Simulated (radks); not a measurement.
Problem. Si3+, configuration [Ne] 3s1. Calculated with a radial shooting solver on a logarithmic mesh with Libxc functionals: non-relativistic Kohn-Sham, PBE, spin-polarised, spherical densities, point nucleus; open shells are filled with parallel spins first. Some entries of the table are withheld. Estimate them.

orbital,occ.,eigenvalue (hartree),<r^2> (bohr^2),<r> (bohr)
1s up,1,-66.84124,0.01677,(1)
1s down,1,-66.83475,0.01677,(2)
2s up,1,-6.44157,0.3855,0.5682
2s down,1,-6.42953,0.3843,0.5675
2p up,3,-4.85497,(3),0.5352
2p down,3,-4.84303,(4),0.5340
3s up,1,-1.48161,3.871,1.843

Solution. 
(1) 1s up <r> (bohr): 0.1116
(2) 1s down <r> (bohr): 0.1116
(3) 2p up <r^2> (bohr^2): 0.3607
(4) 2p down <r^2> (bohr^2): 0.3586
